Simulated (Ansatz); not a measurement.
C2H4FNSi can be A, `N#C[SiH2]CF`, or B, `C[SiH]1N=C1F`.

Computed with Ansatz on PBE0-D4/def2-TZVP structures; ΔE is electronic, products minus reactants. CCSD(T)/CBS is the MP2 limit (def2-TZVPP, def2-QZVPP) plus CCSD(T) − MP2 in def2-TZVPP, frozen cores. DFT in def2-TZVPP. Each species was taken in one conformer, which may not be the lowest.

A:

```xyz
9

N     0.099   -2.541    1.511
C     0.389   -1.576    0.953
Si    0.790   -0.012    0.048
C    -0.869    0.727   -0.475
F    -0.636    1.908   -1.166
H     1.517    0.875    0.982
H     1.625   -0.369   -1.120
H    -1.496    0.947    0.394
H    -1.420    0.042   -1.127
```

B:

Z-matrix (Å, degrees):
```
C
Si 1 1.849
H 1 1.094 2 110.0
H 1 1.091 2 110.8 3 -120.3
H 1 1.093 2 110.7 3 118.9
N 2 1.799 1 120.3 3 86.4
C 2 1.768 1 124.4 3 135.7
H 2 1.480 1 113.5 3 -60.0
F 7 1.318 2 161.4 1 80.0
```

(1) Which isomer does CCSD(T)/CBS put lower? Give the gap. (Best estimate.)

(2) Give E(B) − E(A) in kcal/mol with CCSD(T)/def2-SVP, ωB97M-V, B2PLYP, HF/def2-TZVPP, CCSD(T)/def2-TZVPP, BLYP-D4, PBE-D4. (Estimate.)

(3) Does the order hold for the free energy at 298.15 K (harmonic terms from PBE0-D4)? (An estimate is asked.)

Largest T1 diagnostic: 0.014.

Answers

(1) Ansatz gave: A, by 13.5 kcal/mol.

(2) Ansatz gave: CCSD(T)/def2-SVP 17.4, ωB97M-V 10.4, B2PLYP 14.2, HF/def2-TZVPP 22.1, CCSD(T)/def2-TZVPP 14.7, BLYP-D4 13.1, PBE-D4 5.5. None reverses the order clearly.

(3) Computed: Yes: G(B) − G(A) = +15.5 kcal/mol, for one conformer each.

Leaving LDA and LC-ωPBE aside and taking each functional with its dispersion term where it has one, the values spread over 8.7 kcal/mol, from PBE-D4 to B2PLYP. LDA lies −7.8 kcal/mol from PBE without D4. From BLYP to BHLYP (50 % exact exchange), in def2-TZVPP and without D4, E(B) − E(A) moves by +0.8 kcal/mol.
